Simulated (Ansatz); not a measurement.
TiF₃⁺. The state is a singlet with charge 1. Geometry PBE-D4/def2-TZVP.

```xyz
4

Ti    0.1407    0.3540   -0.0919
F    -0.9100    0.5394    1.2412
F     1.4651   -0.6479    0.3050
F    -0.6959   -0.2455   -1.4543
```

Q: Estimate the orbital energies around the gap (eV) in Ansatz with PBE-D4/def2-TZVP, PBE0-D4/def2-TZVP.

A: 
```json
{"orbital": "HOMO−5", "PBE-D4/def2-TZVP": "-18.25", "PBE0-D4/def2-TZVP": "-20.30"}
{"orbital": "HOMO−4", "PBE-D4/def2-TZVP": "-18.25", "PBE0-D4/def2-TZVP": "-20.30"}
{"orbital": "HOMO−3", "PBE-D4/def2-TZVP": "-17.69", "PBE0-D4/def2-TZVP": "-19.66"}
{"orbital": "HOMO−2", "PBE-D4/def2-TZVP": "-17.35", "PBE0-D4/def2-TZVP": "-19.37"}
{"orbital": "HOMO−1", "PBE-D4/def2-TZVP": "-17.35", "PBE0-D4/def2-TZVP": "-19.37"}
{"orbital": "HOMO", "PBE-D4/def2-TZVP": "-17.09", "PBE0-D4/def2-TZVP": "-19.13"}
{"orbital": "LUMO", "PBE-D4/def2-TZVP": "-12.21", "PBE0-D4/def2-TZVP": "-11.39"}
{"orbital": "LUMO+1", "PBE-D4/def2-TZVP": "-11.71", "PBE0-D4/def2-TZVP": "-10.86"}
{"orbital": "LUMO+2", "PBE-D4/def2-TZVP": "-11.71", "PBE0-D4/def2-TZVP": "-10.86"}
{"orbital": "LUMO+3", "PBE-D4/def2-TZVP": "-9.83", "PBE0-D4/def2-TZVP": "-9.02"}
{"orbital": "LUMO+4", "PBE-D4/def2-TZVP": "-9.83", "PBE0-D4/def2-TZVP": "-9.02"}
{"orbital": "LUMO+5", "PBE-D4/def2-TZVP": "-7.41", "PBE0-D4/def2-TZVP": "-6.77"}
```
